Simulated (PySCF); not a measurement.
Sr²⁺ (strontium, charge +2) across methods

[Kr], closed-shell 1S. Computed with PySCF 2.14 in x2c-TZVPPall with one added diffuse shell each of s, p, d, f type (9s7p7d3f1g, 95 functions), with scalar relativity by spin-free X2C-1e.

| method | E (hartree) | mean ε 3d (eV) | mean ε 4s (eV) | mean ε 4p (eV) | Σ⟨r²⟩ (bohr²) | ⟨S²⟩ |
| --- | --- | --- | --- | --- | --- | --- |
| PBEsol | -3176.28 | -142.22 | -54.695 | -36.527 | 26.25 | 0.000 |
| PBE0 | -3178.32 | -148.38 | -57.933 | -38.490 | 26.25 | 0.000 |
| LDA | -3174.45 | -142.62 | -54.844 | -36.671 | 26.25 | 0.000 |
| UHF | -3176.76113 | -165.57 | -66.256 | -43.084 | 26.39 | 0.000 |
| r2SCAN | -3178.62 | -144.08 | -55.956 | -37.154 | 26.21 | 0.000 |
| PBE | -3178.24 | -142.21 | -54.707 | -36.535 | 26.27 | 0.000 |
| BLYP | -3178.72 | -142.13 | -54.527 | -36.332 | 26.33 | 0.000 |
| wB97X-V | -3178.40 | -150.02 | -60.625 | -41.049 | 26.28 | 0.000 |

Question: Estimate the same row for LC-wPBE.

Answer: E (hartree) = -3178.28; mean ε 3d (eV) = -148.03; mean ε 4s (eV) = -60.892; mean ε 4p (eV) = -41.463; Σ⟨r²⟩ (bohr²) = 26.24; ⟨S²⟩ = 0.000.
